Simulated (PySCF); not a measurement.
CH2NO, charge +1. Atoms are numbered in the order given.

```xyz
5

N      0.0125     1.2062     0.0000
C      0.0123     0.0658     0.0000
O     -0.1117    -1.1681     0.0000
H      0.0249     2.2153     0.0000
H      0.7073    -1.7094     0.0000
```
Charge +1, spin multiplicity 1.

Geometry: B3LYP-D3(BJ)/def2-TZVP. The isomer is the one that the SMILES or the coordinates give; other isomers of the formula were not compared.

All values below come from PBE0/def2-TZVPD in PySCF.

Mulliken values depend strongly on the basis, most of all with diffuse functions as here. ESP charges are fitted to the potential on shells at 1.4 to 2.0 van der Waals radii. Atomic charges (e):

```
atom  Mulliken  ESP fit
----  --------  -------
N1        0.24    -0.37
C2        0.25     0.60
O3       -0.23    -0.21
H4        0.32     0.52
H5        0.42     0.46
```
